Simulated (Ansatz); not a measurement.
`CCC(F)CC(F)CC(F)CC(C)F`. Total charge 0; singlet. Geometry r2SCAN-D4/def2-SVP; atoms count from 1.

```xyz
32

C     1.0776   -4.5784   -0.5500
C    -0.2526   -3.9182   -0.2060
C    -0.1092   -2.5373    0.4077
F    -1.3772   -2.1206    0.8336
C     0.4252   -1.4717   -0.5312
C     0.5330   -0.1189    0.1440
F     1.4695   -0.2270    1.1857
C     0.9684    1.0006   -0.7786
C     1.2498    2.3061   -0.0478
F     1.6694    3.2332   -0.9950
C     0.0796    2.8860    0.7383
C    -1.2622    2.8909    0.0223
C    -2.3247    3.6859    0.7479
F    -1.0940    3.4331   -1.2523
H     1.6193   -4.0337   -1.3393
H     0.9238   -5.6066   -0.9097
H     1.7370   -4.6303    0.3321
H    -0.8062   -4.5360    0.5212
H    -0.8953   -3.8383   -1.1010
H     0.5308   -2.5823    1.3089
H    -0.2481   -1.3899   -1.4028
H     1.4221   -1.7613   -0.9040
H    -0.4342    0.1153    0.6235
H     0.1916    1.1794   -1.5405
H     1.8858    0.7045   -1.3155
H     2.0932    2.1528    0.6486
H    -0.0284    2.3247    1.6830
H     0.3535    3.9198    1.0117
H    -1.6159    1.8522   -0.1271
H    -2.0000    4.7308    0.8706
H    -3.2650    3.6766    0.1775
H    -2.5167    3.2585    1.7442
```

Estimate the Mulliken populations of the heavy atoms from the PBE0/def2-TZVP orbitals of Ansatz.


```json
{"atom": "C1", "charge (e)": "-0.42"}
{"atom": "C2", "charge (e)": "-0.14"}
{"atom": "C3", "charge (e)": "0.12"}
{"atom": "F4", "charge (e)": "-0.24"}
{"atom": "C5", "charge (e)": "-0.22"}
{"atom": "C6", "charge (e)": "0.02"}
{"atom": "F7", "charge (e)": "-0.25"}
{"atom": "C8", "charge (e)": "-0.21"}
{"atom": "C9", "charge (e)": "0.19"}
{"atom": "F10", "charge (e)": "-0.22"}
{"atom": "C11", "charge (e)": "-0.24"}
{"atom": "C12", "charge (e)": "0.07"}
{"atom": "C13", "charge (e)": "-0.35"}
{"atom": "F14", "charge (e)": "-0.23"}
```
Mulliken values depend strongly on the basis.

And the Mayer bond orders between heavy atoms (over 0.3)?

C1–C2 0.99 (1.52 Å); C2–C3 0.99 (1.52 Å); C3–F4 0.97 (1.40 Å); C3–C5 1.00 (1.52 Å); C5–C6 1.01 (1.52 Å); C6–F7 0.94 (1.40 Å); C6–C8 0.99 (1.51 Å); C8–C9 0.99 (1.52 Å); C9–F10 1.03 (1.39 Å); C9–C11 0.99 (1.52 Å); C11–C12 1.03 (1.52 Å); C12–C13 1.00 (1.51 Å); C12–F14 1.00 (1.40 Å).
